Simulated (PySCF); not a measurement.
# Dipole moment and polarisability of `Cl[SiH]1C=C[SiH2]C=C1`

C4H7ClSi2.
Cartesian coordinates in Å at the GFN2-xTB level; atoms count from 1:
```xyz
14
C4H7ClSi2 angstrom
Cl     2.8389    1.1551    1.5392
Si     1.5582    0.6534    0.0438
C     -0.0288    1.6446    0.2350
C     -1.2435    1.1346    0.0410
Si    -1.5825   -0.6541   -0.4385
C     -0.0611   -1.6824   -0.0241
C      1.1566   -1.1798    0.1706
H      2.2244    0.9632   -1.2272
H      0.0691    2.6869    0.5246
H     -2.1078    1.7773    0.1751
H     -2.7322   -1.1584    0.3261
H     -1.8593   -0.7355   -1.8808
H     -0.2051   -2.7541    0.0707
H      1.9724   -1.8512    0.4222
```

Level: B3LYP/def2-SVPD (PySCF), static field, nuclei fixed, core orbitals frozen in the response. The polarisability tensor in these axes (au):

```
x   133.34  13.50  13.80
y    13.50 105.97   6.09
z    13.80   6.09  86.40
```

Problem. What are the eigenvalues, a third of the trace, and Δα (Δα² = ½Σ(αi − αj)² over the three pairs)?

Solution. Principal values 82.36, 100.44 and 142.91 au; mean 108.57 au = 16.09 Å³ = 17.90 × 10⁻⁴⁰ C²·m²/J; Δα = 53.83 au (50 % of the mean).

Problem. What is the dipole moment, and where does it point?

Solution. (-1.26, -0.51, -0.73) D, 1.54 D in size, pointing from the negative to the positive side. Measured along this direction, the outermost atoms are Cl1 at the negative end and H12 at the positive end.

Problem. Give the principal axes and the span of the nuclei along them.

Solution. Largest value along (0.89, 0.37, 0.26), where the nuclei span 6.14 Å; middle along (-0.39, 0.92, 0.02), 4.92 Å; least along (-0.23, -0.12, 0.97), 2.89 Å. The response follows the extents in order.

Problem. Rayleigh depolarisation ratio (linearly polarised light, static tensor)?

Solution. ρ = 3Δα²/(45ᾱ² + 4Δα²) = 8693.4/(530444 + 11591.2) = 0.016.

Problem. In a dilute gas of rigid molecules at 273 K, how does the orientational term μ²/3kT compare with the electronic polarisability?

Solution. In Gaussian units μ²/3kT = 21.00 Å³ against 16.09 Å³, a ratio of 1.31; the Debye molar polarisation (4π/3)N_A(α + μ²/3kT) is 93.6 cm³/mol, leaving out the vibrational part.

Problem. What would n − 1 = 2πNα be for an ideal gas of these molecules at 500 K and 1 atm, electronic part alone?

Solution. N = p/kT = 1.4678 × 10¹⁹ cm⁻³, so n − 1 = 2π × N × 16.09 × 10⁻²⁴ cm³ = 1484 × 10⁻⁶ at long wavelengths.

Problem. What are the principal values of the traceless quadrupole moment, Θ = ½Σq(3rr − r²1), about the centre of nuclear charge?

Solution. -6.06, -1.32, 7.38 D·Å. The values depend on the origin, since the dipole doesn't vanish. The electronic extent ⟨r²⟩ about the same centre is 1462 bohr², a root-mean-square distance of 2.32 Å for the 76 electrons.

One conformer (not necessarily the lowest) at the GFN2-xTB geometry, without solvent, vibrations or thermal averaging.
